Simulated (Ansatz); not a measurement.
The cluster Ta3. Charge 0, multiplicity 2. Geometry PBE0-D4/def2-TZVP.

```xyz
3

Ta    0.171    0.182    1.382
Ta   -0.272    1.143   -0.824
Ta    0.101   -1.325   -0.558
```

In the def2 sets Ta takes a core potential; there is no spin–orbit coupling. At r2SCAN-D4/def2-TZVP, r2SCANh-D4/def2-TZVP, PBE0-D4/def2-SVP, PBE0-D4/def2-TZVP and others the charge 0 doublet is spin-contaminated (final ⟨S²⟩ up to 2.52, 0.75 for a pure state). At PBE0-D4/def2-TZVP a quartet of charge 0 lies 0.20 eV below the doublet, each at its own geometry. The structure comes from a short search, and lower isomers may exist.

Q: Estimate the α-spin orbital energies around the gap (eV) in Ansatz with r2SCAN-D4/def2-TZVP, r2SCANh-D4/def2-TZVP, PBE0-D4/def2-SVP, PBE0-D4/def2-TZVP, r2SCAN0-D4/def2-TZVP.

A: 
| orbital | r2SCAN-D4/def2-TZVP | r2SCANh-D4/def2-TZVP | PBE0-D4/def2-SVP | PBE0-D4/def2-TZVP | r2SCAN0-D4/def2-TZVP |
| --- | --- | --- | --- | --- | --- |
| HOMO−13 | -37.74 | -38.68 | -39.20 | -39.21 | -40.00 |
| HOMO−12 | -37.27 | -38.14 | -38.69 | -38.71 | -39.40 |
| HOMO−11 | -37.00 | -37.85 | -38.42 | -38.42 | -39.06 |
| HOMO−10 | -36.83 | -37.71 | -38.25 | -38.27 | -38.99 |
| HOMO−9 | -36.57 | -37.44 | -37.99 | -38.00 | -38.70 |
| HOMO−8 | -36.35 | -37.21 | -37.74 | -37.76 | -38.45 |
| HOMO−7 | -6.59 | -6.91 | -7.26 | -7.23 | -7.37 |
| HOMO−6 | -5.29 | -5.57 | -5.90 | -5.85 | -6.00 |
| HOMO−5 | -5.05 | -5.36 | -5.75 | -5.72 | -5.80 |
| HOMO−4 | -4.73 | -5.03 | -5.38 | -5.37 | -5.47 |
| HOMO−3 | -4.60 | -4.88 | -5.17 | -5.16 | -5.28 |
| HOMO−2 | -4.00 | -4.31 | -4.59 | -4.55 | -4.75 |
| HOMO−1 | -3.86 | -4.16 | -4.40 | -4.35 | -4.56 |
| HOMO | -3.78 | -4.07 | -4.33 | -4.30 | -4.49 |
| LUMO | -2.73 | -2.42 | -2.11 | -2.09 | -1.95 |
| LUMO+1 | -2.50 | -2.25 | -2.05 | -2.03 | -1.89 |
| LUMO+2 | -1.71 | -1.43 | -1.09 | -1.09 | -1.02 |
| LUMO+3 | -1.59 | -1.34 | -1.05 | -0.98 | -0.96 |
| LUMO+4 | -1.41 | -1.14 | -0.87 | -0.87 | -0.74 |
| LUMO+5 | -1.32 | -1.06 | -0.72 | -0.70 | -0.63 |
| β HOMO | -3.64 | -3.93 | -4.22 | -4.15 | -4.41 |
| β LUMO | -2.55 | -2.24 | -2.00 | -2.00 | -1.90 |
